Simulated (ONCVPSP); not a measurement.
**Ta: ONCV pseudisation with PBEsol, scalar-relativistic reference atom.**

- Element: Ta
- Generator: ONCVPSP 4.0.1
- Type: optimised norm-conserving Vanderbilt (ONCV)
- Functional: PBEsol
- Relativity: scalar-relativistic
- Frozen core: [Xe] 4f14
- Valence charge: 5
- Reference configuration: 5d2 (charge +3)
- Partial waves: s scattering state at 0.34 Ha: rc 1.55 bohr, ncon 4, nbas 7, qcut 3.5 1/bohr, 2 projectors, debl 1.4 Ha; p scattering state at 0.25 Ha: rc 1.70 bohr, ncon 3, nbas 6, qcut 4.9 1/bohr, 3 projectors, debl 2.6 Ha; 5d: rc 1.75 bohr, ncon 4, nbas 7, qcut 5.9 1/bohr, 2 projectors, debl 3.4 Ha; f scattering state at 0.17 Ha: rc 1.55 bohr, ncon 3, nbas 6, qcut 6.9 1/bohr, local
- Local potential: the f channel
- Core correction: none

(1) Does the generator finish with these settings?

Answers

(1) No. ONCVPSP 4.0.1 stopped with "optimize: ERROR ps0norm > uunorm, code will stop": the continuity conditions at rc already need more norm inside rc than the all-electron wave has, so norm conservation cannot be met. It happened in the s channel.
